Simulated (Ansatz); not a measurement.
`BOB[SiH3]` + H₂O → `OB[SiH3]` + `BO` at 500 K and 1 bar (formal hydrolysis of a B–O bond).

Computed with Ansatz on PBE0-D4/def2-TZVP structures; ΔE is electronic, products minus reactants. CCSD(T)/CBS adds triple-zeta CCSD(T) − MP2 to the extrapolated MP2 energy (def2 sets, frozen cores). This one scheme is used for every species. One conformer a species, not always the lowest.

```
    species  CCSD(T)/CBS energy (Eh)  H − E (kJ/mol)  S (J/(mol·K))
`BOB[SiH3]`               -417.48760           209.2          399.4
        H₂O                -76.37941            73.2          206.3
 `OB[SiH3]`               -392.07510           171.3          344.4
       `BO`               -101.80414           113.6          256.0
```

H − E and S are ideal-gas, rigid-rotor, harmonic terms from PBE0-D4/def2-TZVP, for one conformer and one mirror image of each species. 1 Eh = 2625.50 kJ/mol, R = 8.31446 J/(mol·K).

Problem. By hand: ΔE, ΔH, ΔS and ΔG.

Solution. ΔE = (-392.07510) + (-101.80414) − (-417.48760) − (-76.37941) = -0.01223 Eh = -32.1 kJ/mol. Δ(H − E) = 171.3 + 113.6 − 209.2 − 73.2 = 2.5, so ΔH = -29.6 kJ/mol. ΔS = 344.4 + 256.0 − 399.4 − 206.3 = -5.3 J/(mol·K). ΔG = -29.6 − 500 × (-5.3)/1000 = -27.0 kJ/mol.

Problem. By hand: the equilibrium constant, and the temperature at which ΔG would vanish if ΔH and ΔS stayed fixed.

Solution. log₁₀ K = −ΔG/(RT ln 10) = 2.8. ΔG = 0 at ΔH/ΔS = 5585 K, far beyond where these terms or the molecules hold.

The number of gas molecules stays the same, so ΔS is small and ΔH decides. A doubt of 5 kJ/mol in ΔE shifts log₁₀ K by 0.5 here. Other conformers and mirror images would add mixing entropy, several J/(mol·K) or more a flexible species. Modes under 60 cm⁻¹, often nearly free rotors, make the harmonic entropy too high. These are equilibria of isolated gas molecules and say nothing of rates. Largest T1 diagnostic: 0.014 (customary marks: 0.02 for closed shells, 0.045 for open ones).
